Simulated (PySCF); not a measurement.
How methods differ on the ionisation energy of Ni(22+)

Ni(22+) [He] 2s2 2p2 (3P) → Ni(23+) [He] 2s2 2p1 (2P), as a difference of total energies. Calculation: PySCF 2.14, in an uncontracted even-tempered set (15 s from 5.1 bohr⁻², ratio 2.5; 9 p from 6.6 bohr⁻², ratio 2.5; 5 d from 28 bohr⁻², ratio 2.7; 4 f from 42 bohr⁻², ratio 2.7); the non-relativistic Hamiltonian (point nucleus). Correlated levels: nothing frozen; virtual orbitals above 40 to 60 times the deepest correlated orbital energy dropped. The calculations carry no spin-orbit coupling.

| method | ionisation energy (eV) |
| --- | --- |
| UHF | 1997.4 |
| MP2 (all electrons) | 1997.0 |
| SCS-MP2 (all electrons) | 1996.6 |
| CCSD (all electrons) | 1995.7 |
| CCSD(T) (all electrons) | 1995.7 |

A first-order spin-orbit estimate (lowest level to lowest level, LS coupling) adds -0.437 eV.

These non-relativistic numbers lack the scalar-relativistic shift.

For comparison: 2008.1 ± 1.3 eV (semi-empirical (NIST evaluation); NIST Atomic Spectra Database, ionization energies).
